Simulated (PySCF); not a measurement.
F2H2O2Ti, multiplicity 1. Atoms are numbered in the order given.

```xyz
7

Ti     0.0163    -0.0075    -0.0022
F      0.9505     1.2168    -0.8404
F      1.0425    -0.7432     1.2181
O     -0.5159    -1.2473    -1.1564
H     -1.3775    -1.6106    -1.3956
O     -1.3850     0.7390     0.7726
H     -1.7113     1.5784     1.1164
```
Charge 0, spin multiplicity 1.

Geometry optimised at B3LYP-D3(BJ)/def2-SVP. The spin state was assumed, not searched. The structure was generated by enumeration; whether it is a known compound was not checked. One conformer was computed; it need not be the lowest.

All values below come from PySCF with PBE/def2-TZVP.

ESP charges are fitted to the potential on shells at 1.4 to 2.0 van der Waals radii. Atomic charges (e):

| atom | Mulliken | IAO | ESP fit |
|---|---|---|---|
| Ti1 | 1.41 | 1.46 | 1.22 |
| F2 | -0.40 | -0.43 | -0.35 |
| F3 | -0.40 | -0.43 | -0.33 |
| O4 | -0.63 | -0.68 | -0.68 |
| H5 | 0.33 | 0.38 | 0.43 |
| O6 | -0.64 | -0.69 | -0.76 |
| H7 | 0.33 | 0.38 | 0.47 |
